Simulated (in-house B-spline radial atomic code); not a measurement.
Successive ionisation energies of thulium; each step leads to the configuration of the next row (after the last: [Ne] 3s2 3p5). NIST's values go from ground level to ground level; the uncertainty of those that are theory runs from under 0.1 % in few-electron ions to several per cent in heavy many-electron ones. Computed with a B-spline radial code for spherical atoms: non-relativistic Hartree-Fock, average of the configuration, point nuclei.

This level leaves out relativity, spin-orbit splitting included, which matters for heavy ions.

| ion | configuration | ionisation energy (eV) | tabulated value (eV) | tabulated kind | computed minus tabulated (eV) | highest orbital | largest mean radius (bohr) |
| --- | --- | --- | --- | --- | --- | --- | --- |
| Tm41+ | [Ar] 3d10 | 3317.6 | 3298 | tabulated theory | 20 | 3d | 0.2324 |
| Tm42+ | [Ar] 3d9 | 3433.6 | 3409 | tabulated theory | 25 | 3d | 0.23113 |
| Tm43+ | [Ar] 3d8 | 3551.2 | 3528 | tabulated theory | 23 | 3d | 0.22987 |
| Tm44+ | [Ar] 3d7 | 3670.2 | 3653 | tabulated theory | 17 | 3d | 0.22862 |
| Tm45+ | [Ar] 3d6 | ? | ? | tabulated theory | ? | ? | ? |
| Tm46+ | [Ar] 3d5 | 3912.8 | 3895 | tabulated theory | 18 | 3d | 0.22615 |
| Tm47+ | [Ar] 3d4 | ? | ? | tabulated theory | ? | ? | ? |
| Tm48+ | [Ar] 3d3 | 4161.3 | 4199 | tabulated theory | -38 | 3d | 0.22372 |
| Tm49+ | [Ar] 3d2 | ? | ? | tabulated theory | ? | ? | ? |
| Tm50+ | [Ar] 3d1 | 4415.8 | 4461 | tabulated theory | -45 | 3d | 0.22133 |
| Tm51+ | [Ne] 3s2 3p6 | 4754.9 | 4812 | tabulated theory | -57 | 3p | 0.22015 |

**Question.** Fill in the row of Tm45+.

**Answer.** ionisation energy (eV): 3790.7; tabulated value (eV): 3775; computed minus tabulated (eV): 16; highest orbital: 3d; largest mean radius (bohr): 0.22738.

**Question.** Fill in the row of Tm47+.

**Answer.** ionisation energy (eV): 4036.3; tabulated value (eV): 4075; computed minus tabulated (eV): -39; highest orbital: 3d; largest mean radius (bohr): 0.22493.

**Question.** Fill in the row of Tm49+.

**Answer.** ionisation energy (eV): 4287.8; tabulated value (eV): 4335; computed minus tabulated (eV): -47; highest orbital: 3d; largest mean radius (bohr): 0.22252.
